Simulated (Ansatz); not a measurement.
The cluster Ta₂O₂⁺ (the lowest doublet isomer of a short search). Charge 1, multiplicity 2. Geometry PBE0-D4/def2-TZVP, basis def2-TZVP, Ansatz.

```xyz
4

Ta   -0.048   -0.157   -1.214
Ta   -0.401    0.517    1.036
O    -0.665   -1.206    0.257
O     1.113    0.847   -0.079
```

```
run  HOMO (eV)  LUMO (eV)
  A      -9.08      -8.28
  B      -9.19      -8.56
  C      -9.02      -8.17
  D      -9.14      -8.03
  E      -9.34      -8.02
  F     -10.01      -7.29
```

In the def2 sets Ta takes a core potential; there is no spin–orbit coupling. The structure comes from a short search, and lower isomers may exist.

HOMO and LUMO are taken over both spins.

Task: The runs used B97M-V, LDA (SPW92), PBE, PBE0, r2SCAN, revPBE. Estimate which is which.

Result: A PBE (0 % exact exchange); B LDA (SPW92) (0 % exact exchange); C revPBE (0 % exact exchange); D B97M-V (0 % exact exchange); E r2SCAN (0 % exact exchange); F PBE0 (25 % exact exchange). Exact exchange lowers occupied and raises empty levels; among semilocal functionals meta-GGAs tend to open the gap a little, and such runs are hard to tell apart. The gap grows from 0.63 eV (LDA (SPW92)) to 2.72 eV (PBE0). At B97M-V/def2-TZVP, r2SCAN-D4/def2-TZVP, PBE0-D4/def2-TZVP the charge 1 doublet is spin-contaminated (final ⟨S²⟩ up to 0.91, 0.75 for a pure state).
